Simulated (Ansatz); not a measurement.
`O[SiH2]N[SiH2]F`, relaxed with RKS PBE0-D4/def2-TZVP in Ansatz 0.2.0 from a PBE-D4/def2-SVP geometry. The force threshold is 0.005 eV/Å; the program also tests the step.

Charge 0, multiplicity 1.

Start:

```xyz
11

O     1.552   -2.036   -0.395
Si    0.022   -1.345   -0.375
N    -0.090    0.050    0.687
Si   -0.486    1.686    0.267
F    -2.099    1.982    0.352
H     2.263   -1.448   -0.703
H    -0.400   -0.824   -1.722
H    -0.849   -2.463    0.103
H    -0.007   -0.143    1.692
H     0.161    2.619    1.245
H    -0.068    1.923   -1.151
```

(1) By how much does the energy fall, and how many steps does the optimiser take? (Best estimate.)

(2) Which bonds change most? (An estimate is asked.)

(3) Give the relaxed structure. (An estimate is asked.)

Results:

(1) The calculation gave: 9.22 kJ/mol, in 7 steps, 2 of them rejected.

(2) Ansatz gave: Si4–F5 from 1.642 to 1.600 Å; O1–Si2 from 1.679 to 1.643 Å; Si2–N3 from 1.757 to 1.727 Å; N3–Si4 from 1.735 to 1.708 Å.

(3) The calculation gave: 
```xyz
11

O     1.517   -1.991   -0.399
Si    0.018   -1.322   -0.365
N    -0.093    0.048    0.681
Si   -0.482    1.657    0.265
F    -2.055    1.946    0.336
H     2.245   -1.441   -0.694
H    -0.393   -0.814   -1.699
H    -0.843   -2.428    0.106
H     0.007   -0.140    1.670
H     0.146    2.586    1.232
H    -0.067    1.900   -1.133
```
